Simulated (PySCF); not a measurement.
PySCF input (M06-2X/6-31G* (5d)):

```python
from pyscf import gto, dft

mol = gto.M(
    atom='''
    O    -0.25914300    1.46760200    0.78718500
    B    -0.29311300    0.21686700    0.14712800
    O    -1.62528800   -0.27432000    0.05520400
    P     1.14375900   -0.75926900   -0.52931800
    H    -1.16423000    1.70727700    1.02004300
    H    -1.60864300   -1.12762500   -0.38628400
    H     2.15751300    0.17878100   -0.16875200
    ''',
    basis='6-31g*',
    charge=-1,
    spin=0,
    verbose=4,
)

mf = dft.RKS(mol, xc='m062x')
mf.grids.level = 4
mf.conv_tol = 1e-9
mf.max_cycle = 100
mf.max_memory = 1500
mf.kernel()
if not mf.converged:
    mf = mf.newton()
    mf.kernel(mf.make_rdm1())
mf.dip_moment()
```

From the output:

```
SCF conv_tol_grad = None
SCF max_cycles = 100
direct_scf = True
direct_scf_tol = 1e-13
XC library pyscf.dft.libxc version 7.1.2
    S. Lehtola, C. Steigemann, M. J. T. Oliveira, and M. A. L. Marques,  SoftwareX 7, 1–5 (2018)
XC functionals = m062x
    Y. Zhao and D. G. Truhlar,  Theor. Chem. Acc. 120, 215 (2008)
    Y. Zhao and D. G. Truhlar,  Theor. Chem. Acc. 120, 215 (2008)
radial grids:
    Treutler-Ahlrichs [JCP 102, 346 (1995); DOI:10.1063/1.469408] (M4) radial grids

becke partition: Becke, JCP 88, 2547 (1988); DOI:10.1063/1.454033
pruning grids: <function nwchem_prune>
grids dens level: 4
symmetrized grids: False
atomic radii adjust function: <function treutler_atomic_radii_adjust>
small_rho_cutoff = 0
Set gradient conv threshold to 3.16228e-05
Initial guess from minao.
tot grids = 160824
init E= -518.695687039562
  HOMO = -0.233731606861936  LUMO = 0.0150786628778799  gap/eV = 6.77047
cycle= 1 E= -518.31500467532  delta_E= 0.381  |g|= 0.771  |ddm|= 2.44
  HOMO = 0.0447437438945069  LUMO = 0.300637949278385  gap/eV = 6.96324
cycle= 2 E= -518.332592647396  delta_E= -0.0176  |g|= 0.786  |ddm|= 1.24
  HOMO = 0.00806850099339673  LUMO = 0.276542990574932  gap/eV = 7.30556
cycle= 3 E= -518.443979549021  delta_E= -0.111  |g|= 0.0639  |ddm|= 0.543
  HOMO = -0.00999501411637826  LUMO = 0.274214810221936  gap/eV = 7.73374
cycle= 4 E= -518.445106153004  delta_E= -0.00113  |g|= 0.0165  |ddm|= 0.105
  HOMO = -0.00590747075506837  LUMO = 0.27649152325054  gap/eV = 7.68447
cycle= 5 E= -518.445209248138  delta_E= -0.000103  |g|= 0.00366  |ddm|= 0.032
  HOMO = -0.0063030179097523  LUMO = 0.27620453398943  gap/eV = 7.68742
cycle= 6 E= -518.445213530968  delta_E= -4.28e-06  |g|= 0.00133  |ddm|= 0.00643
  HOMO = -0.00635453905518979  LUMO = 0.27614611209653  gap/eV = 7.68723
cycle= 7 E= -518.445214086592  delta_E= -5.56e-07  |g|= 0.000303  |ddm|= 0.00206
  HOMO = -0.00633348806916079  LUMO = 0.276155084175021  gap/eV = 7.68691
cycle= 8 E= -518.445214115777  delta_E= -2.92e-08  |g|= 0.000114  |ddm|= 0.00051
  HOMO = -0.00633482448357148  LUMO = 0.276157127842916  gap/eV = 7.68700
cycle= 9 E= -518.445214118569  delta_E= -2.79e-09  |g|= 3.81e-05  |ddm|= 0.000129
  HOMO = -0.00633630356449721  LUMO = 0.276155147614118  gap/eV = 7.68698
cycle= 10 E= -518.445214118943  delta_E= -3.74e-10  |g|= 8.79e-06  |ddm|= 5.2e-05
  HOMO = -0.00633698077853628  LUMO = 0.276156108862892  gap/eV = 7.68703
Extra cycle  E= -518.445214118963  delta_E= -1.99e-11  |g|= 6.99e-06  |ddm|= 2.31e-05
converged SCF energy = -518.445214118963

WARN: System has nonzero charge -1; the dipole moment is origin-dependent.
Location of origin: [0. 0. 0.]

Dipole moment(X, Y, Z, Debye): -4.32576,  1.58167,  1.33762
```

The dipole moment of an ion depends on the origin.

The geometry given is a B3LYP-D3(BJ)/def2-TZVP minimum.
